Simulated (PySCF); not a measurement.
**Computed properties of F2H4SSi2, SMILES F[SiH](F)S[SiH3]**

F2H4SSi2, SMILES F[SiH](F)S[SiH3]. The structure is a stationary point at TPSSh-D3(BJ)/def2-SVP. This is a generated structure with no PubChem entry under its InChIKey; it may be hypothetical. The values are those of a single conformer. All values are computed for the isolated molecule unless a solvent is named; none is compared with measurement here.

**Structure.** All 21 harmonic modes at TPSSh-D3(BJ)/def2-SVP (PySCF) are real, so it is a minimum. With heavy atoms numbered as in [SiH3:1][S:2][SiH:3]([F:4])[F:5], the shortest bond between them is Si3–F5 at 1.617 Å and the longest Si1–S2 at 2.178 Å.

**Vibrations.** The strongest infrared lines (harmonic, unscaled, degenerate partners summed) lie at 865 cm⁻¹ (215 km/mol, F 45 %, Si 34 %, H 20 %), 954 cm⁻¹ (190 km/mol, H 48 %, Si 28 %, F 24 %), 943 cm⁻¹ (160 km/mol, H 82 %, Si 12 %). The softest mode is at 28 cm⁻¹ and the zero-point energy is 27.1 kcal/mol.

**Electronic structure.** M06-2X/def2-TZVP (PySCF) places the frontier levels at -9.23 and 0.33 eV, a gap of 9.56 eV, and gives a dipole moment of 1.18 D and a mean polarisability of 66.7 bohr³. PBE/def2-TZVP (PySCF) at the same geometry gives -6.86 and -1.37 eV, so its gap is 4.07 eV narrower. An orbital gap is neither the optical nor the fundamental gap.

**Excitations.** TDA-PBE0/def2-SVPD (PySCF) has S1 at 6.08 eV (204 nm, f = 0.009, weak); the most intense of the 10 singlets computed lies at 8.18 eV (f = 0.07). T1 (TDA) is at 5.67 eV, 0.41 eV under S1. TDA-PBE/def2-SVPD (PySCF) puts S1 at 5.58 eV. No vertical singlet excitation falls in the visible range (under 3.1 eV).

**NMR.** GIAO shifts at B3LYP/pcSseg-1 (PySCF) (non-relativistic, atoms alike by connectivity averaged): ¹H from 4.8 to 5.5 ppm against TMS; ²⁹Si from -52.7 to -10.9 ppm against TMS; ¹⁹F at -140.9 ppm against CFCl3.
